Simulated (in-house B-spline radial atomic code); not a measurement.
**As IX (As8+): [Ar] 3d6 4f1 (an excited or competing configuration)**

All numbers are computed (Dirac-Hartree-Fock, average of configuration; Fermi nucleus of rms radius 4.0968 fm) with a B-spline radial code for spherical atoms, not measured.

Z_r = [3n² - l(l+1)]/(2<r>); Z_e = n√(-2ε); the last column is Slater's effective charge. Values are occupation-weighted means over j.

```
shell  electrons   ε (eV)  <r> (bohr)    Z_r    Z_e  Slater
   1s          2   -12153     0.04548  32.98  29.89   32.70
   2s          2  -1775.9      0.2015  29.77  22.85   28.85
   2p          6  -1577.4      0.1767  28.29  21.53   28.85
   3s          2  -405.33      0.5714  23.63  16.37   21.75
   3p          6  -339.24      0.5794  21.57  14.98   21.75
   3d          6   -239.4      0.5714  18.38  12.58   13.25
   4f          1  -70.996       1.875   9.60   9.14    9.00
```

The least bound orbital is 4f5/2 at -71 eV, and it is also the most diffuse (<r> = 1.875 bohr).

Spin-orbit splittings of the orbital energies (j = l + 1/2 above j = l - 1/2 when positive): 2p 36.95 eV, 3p 5.937 eV, 3d 0.9505 eV, 4f -0.001015 eV.

For the 1s electron the small component carries 1.43 % of the norm, the zero-frequency Breit interaction raises the level by 17.92 eV, self-energy by 9.311 eV, and vacuum polarisation lowers it by 0.9153 eV.
